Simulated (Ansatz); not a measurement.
Calculated with Ansatz (gas phase, PBE0-D4/def2-TZVP geometries, no zero-point term in ΔE). CCSD(T)/CBS adds triple-zeta CCSD(T) − MP2 to the extrapolated MP2 energy (def2 sets, frozen cores). This one scheme is used for every species. DFT in def2-TZVPP. One conformer a species, not always the lowest.

Consider the ligand exchange at the Si–F bond: `OC[SiH2]F` + H₂S → `OC[SiH2]S` + H–F.

CCSD(T)/CBS gives +0.71 eV.

(1) Another level gave +0.77 eV. Which?
A. r2SCAN0-D4/def2-TZVPP
B. MP2/def2-TZVPP
C. r2SCAN/def2-TZVPP
D. PBE-D4/def2-TZVPP

Largest T1 diagnostic among the species: 0.011.

Answers

(1) C. r2SCAN 0.77, r2SCAN0-D4 0.72, MP2/def2-TZVPP 0.68, PBE-D4 0.63 eV.

In def2-TZVPP, CCSD(T) changes the Hartree–Fock value by −0.22 eV (the triples alone add −0.04 eV) and MP2 by −0.28 eV. At CCSD(T), def2-SVP lies +0.04 eV from the extrapolated value and def2-TZVPP +0.03 eV. Leaving LDA and LC-ωPBE aside and taking each functional with its dispersion term where it has one, the values, not all of them listed here, spread over 0.25 eV, from revPBE-D4 to CAM-B3LYP-D4. LDA lies −0.03 eV from PBE without D4.
